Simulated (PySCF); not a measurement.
Stepwise substitution at one centre (Sn H-OH). Gas-phase values, no solvent. One relaxed conformer stands for each flexible species; it need not be the lowest. Strings in code marks are SMILES.

Quantity: redistribution energy (mixed species minus the weighted end members), in kcal/mol.

Level 1: PBE-D3(BJ)/def2-TZVP (PySCF)
Level 2: B3LYP/6-311+G** (LANL2DZ on Sn) // PBE-D3(BJ)/def2-TZVP (PySCF)
Level 3: PBE/6-31G* (LANL2DZ on Sn) // PBE-D3(BJ)/def2-TZVP (PySCF)
Level 4: SVWN5/6-31G* (LANL2DZ on Sn) // PBE-D3(BJ)/def2-TZVP (PySCF)

```
species                                                                                   level 1  level 2  level 3  level 4
----------------------------------------------------------------------------------------  -------  -------  -------  -------
3 of 4 H replaced by OH: `[OH][SnH]([OH])[OH]`                                              -0.31    -0.20     1.80     1.68
1 of 4 H replaced by OH: `[OH][SnH3]`                                                        3.03     2.87     5.73     6.11
2 of 4 H replaced by OH: `[OH][SnH2][OH]` (H–O–Sn–O torsion -105°, O–Sn–O–H torsion 52°)     2.38     2.19     5.64     5.90
```
